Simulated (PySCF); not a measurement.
**SnAs: from constants to spectrum**

r²SCAN constants of SnAs, ²Π (doublet), unpaired electrons π ↑ (basis Sn cc-pVDZ-PP with ECP28, As cc-pVDZ-PP with ECP10; scalar-relativistic core potentials; PySCF 2.14; masses 119.9022 and 74.9216 u):

```
ωe              : 281.8 cm⁻¹
ωexe            : 0.961 cm⁻¹
Be              : 0.060832 cm⁻¹
αe              : 0.000197 cm⁻¹
D (centrifugal) : 1.13e-08 cm⁻¹
De to Sn + As   : 2.60 eV
```

Question: Give the vibrational terms G(v) and spacings up to v = 3.

Answer: G(v) = ωe(v+½) − ωexe(v+½)².

```
v  G(v) (cm⁻¹)  G(v) − G(v−1)  Bv (cm⁻¹)
0          141                   0.06073
1          421            280    0.06054
2          698            278    0.06034
3          975            276    0.06014
```

Question: How well does the Morse estimate ωe²/(4ωexe) reproduce De, and what is D0?

Answer: It gives 2.56 eV, 99 % of the computed De. D0 = De − G(0) = 2.60 − 0.02 = 2.58 eV.

These are scalar-relativistic numbers at best; spin–orbit coupling would shift them, the dissociation energy most. The state was picked by a PBE0 search and need not be the measured ground state.
